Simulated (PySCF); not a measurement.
Gas-phase reaction: 2 SnHF3 → SnF4 + SnH2 + 2 F

Computed with PySCF and rigid-rotor harmonic-oscillator thermochemistry at 1 bar. † marks an energy on the PBE0/def2-TZVP geometry and frequencies; other levels use their own. CCSD(T) freezes the core. Open shells (unrestricted): F (multiplicity 2); the rest are closed-shell singlets. Spin-orbit splitting is ignored; it lowers the true energy and changes the entropy of F. Sn: scalar-relativistic def2 core potential, no spin-orbit coupling. SnHF3, SnH2: computed as isolated molecules; such fragments, hydroxides, amides, oligomers or adducts are transient or little studied in the gas. CCSD(T) isn't extrapolated to the basis-set limit.

| level | ΔH°(298 K), kJ |
|---|---|
| CCSD(T)/def2-SVP† | … |
| PBE/def2-TZVP† | 923 |
| PBE0/def2-QZVP† | … |
| PBE0/def2-TZVP | 878 |
| LDA/def2-TZVP† | 1075 |

Problem. Complete the blanks.

Solution. 
- CCSD(T)/def2-SVP†, ΔH°(298 K), kJ: 819
- PBE0/def2-QZVP†, ΔH°(298 K), kJ: 887
